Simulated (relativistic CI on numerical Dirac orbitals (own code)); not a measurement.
Ir55+: q coefficients and field-shift factors

These numbers are calculated, not measured: Dirac-Coulomb-Breit CI, separate exchange-only KLI orbitals for each configuration, derivatives by finite differences, unscaled Slater integrals, QED left out (own radial code, finite nucleus).

Configurations in the expansion (outside the closed core [Ne] 3s2): 3p6 3d4, 3p5 3d5, 3p4 3d6, 3p6 3d3 4p, 3p6 3d2 4s2, 3p6 3d2 4s 4p. Levels of other configurations are missing.

With x = (α/α₀)² − 1 an excitation energy changes as ω = ω₀ + qx; K = 2q/ω₀ is the relative enhancement. Terms are leading LS components, so labels can repeat. The field-shift factor is F = δν/δ⟨r²⟩ for the transition from the lowest level.

Lowest level 3p6 3d4 3P_0.

```csv
Level,ω₀ (cm⁻¹),q (cm⁻¹),F (GHz/fm²)
3p6 3d4 5D_1,632858,719300,20.4
3p6 3d4 3F_4,736248,703300,21
3p6 3d4 5D_2,766730,735100,21.7
3p6 3d4 3F_3,796187,727800,21.8
3p6 3d4 5D_0,1341518,1.438e+06,41.4
3p6 3d4 5D_2,1343287,1.416e+06,40.8
3p6 3d4 3H_4,1365331,1.427e+06,41.4
3p6 3d4 5D_3,1384858,1.434e+06,41.6
3p6 3d4 3H_5,1414263,1.413e+06,41.6
3p6 3d4 1I_6,1438081,1.404e+06,41.7
3p6 3d4 3D_1,1463166,1.446e+06,42.4
3p6 3d4 3F_3,1488035,1.417e+06,42
3p6 3d4 3G_4,1492196,1.423e+06,42.3
3p6 3d4 3F_2,1509334,1.432e+06,42.4
3p6 3d4 3F_2,1614691,1.442e+06,43.3
3p6 3d4 3F_4,1664833,1.439e+06,43.4
3p6 3d4 1D_2,1777211,1.466e+06,44.7
3p6 3d4 3P_0,1916765,1.52e+06,46.7
3p6 3d4 5D_4,2074502,2.137e+06,62
3p6 3d4 3F_3,2086832,2.141e+06,62.1
3p6 3d4 3D_1,2131949,2.144e+06,62.5
3p6 3d4 3G_5,2139244,2.137e+06,62.6
3p6 3d4 3H_6,2142327,2.126e+06,62.5
```

At this charge energies of transitions that change n are usually good to better than 1 %, and those within a shell (Δn = 0) to a few per cent.

Problem. Which transition from the lowest level has the largest |K|?

Solution. 3p6 3d4 5D_1 at 632858 cm⁻¹, K = 2.27.
